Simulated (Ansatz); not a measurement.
C2H (SMILES [C-]#C), charge -1, singlet, at a GFN2-xTB geometry (a gas-phase anion, which may not be bound at this level); B3LYP/aug-cc-pVDZ run with Ansatz (a first-principles code).

Input for Ansatz:
Ansatz 0.2 input:
```yaml
crystal:
  periodic: [false, false, false]
  atoms:
    - {symbol: C, position_ang: [-0.00000000, -0.00000000, -0.47996454]}
    - {symbol: C, position_ang: [0.00000000, 0.00000000, 0.74605881]}
    - {symbol: H, position_ang: [-0.00000000, -0.00000000, -1.59656562]}
basis:
  gaussian:
    orbitals: aug-cc-pVDZ
    fitting: {mean_field: def2-universal-JKFIT}
hamiltonian:
  xc: b3lyp
total_charge: -1
```

Output, abridged:

```
Functional definition: B3LYP
168 factors; integrals over basis functions are off by at most 2.3e-1 eV
mean field evaluation 1: about -2086.5468 eV, gradient 2.1e1 eV
mean field evaluation 2: about -2081.9462 eV, gradient 4.2e1 eV
mean field evaluation 4: about -2087.8829 eV, gradient 3.4e0 eV
mean field evaluation 8: about -2087.9124 eV, gradient 2.7e-2 eV
mean field -2087.91240624 eV, -76.7293656914 hartree, gradient 1.6e-5 eV, S^2 0.000000; 0 other end points of the search recorded, 0 dependent functions left out
reference -2087.91259227 eV, -76.7293725280 hartree; 7, 7 occupied and 48, 48 virtual orbitals, 168 factors
Total energy: -2087.91259227 eV, -76.7293725280 hartree
```
